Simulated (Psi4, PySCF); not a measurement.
Intermolecular potential of H4O4Si ··· H3N (SMILES O[Si](O)(O)O and N). Monomers: optimised at B3LYP-D3(BJ) (def2-TZVP), held rigid. Orientation: a higher rigid-body minimum at GFN2-xTB. The monomers approach along the line of their centres of mass (distance R); nothing else relaxes.

Geometry at R = 3.83 Å (first 9 atoms: monomer A):
```
13

O      0.7240     1.2020    -0.8400
Si     0.0002     0.0000     0.0001
O     -1.0581     0.7191     1.0186
O     -0.6546    -1.0097    -1.1072
O      0.9894    -0.9122     0.9295
H      0.9093     2.0181    -0.3689
H     -1.3610     0.2062     1.7720
H     -1.0312    -0.6123    -1.8963
H      1.4820    -1.6112     0.4922
N      1.1785     3.5456     0.5634
H      2.0838     3.6579     1.0051
H      0.9568     4.4207     0.1025
H      0.4969     3.4121     1.3016
``` The table gives interaction energies.

```
R / Å       A      B      C
-----  ------  -----  -----
3.47    -6.25  -4.13  -0.23
3.59    -9.46  -6.83  -4.20
3.83   -11.51  -8.55  -6.75
3.99   -11.10  -8.33  -6.46
4.22    -9.53  -7.28  -5.16
4.55    -7.00  -5.43  -3.26
4.79    -5.46  -4.23  -2.28
5.29    -3.09  -2.45  -1.15
6.04    -1.15  -1.14  -0.52
7.07    -0.40  -0.46  -0.21
8.35    -0.16  -0.18  -0.09
```

Energies in kcal/mol.

### Question
Assign the columns to these levels of theory: restricted Hartree-Fock/STO-3G, no counterpoise correction (PySCF); PySCF 2.14.0 with restricted B3LYP/6-31G*, spherical d, no counterpoise correction; Psi4 with SAPT0/jun-cc-pVDZ, frozen core.

### Answer
A is RKS-B3LYP/6-31G*; B is SAPT0/jun-cc-pVDZ; C is RHF/STO-3G.
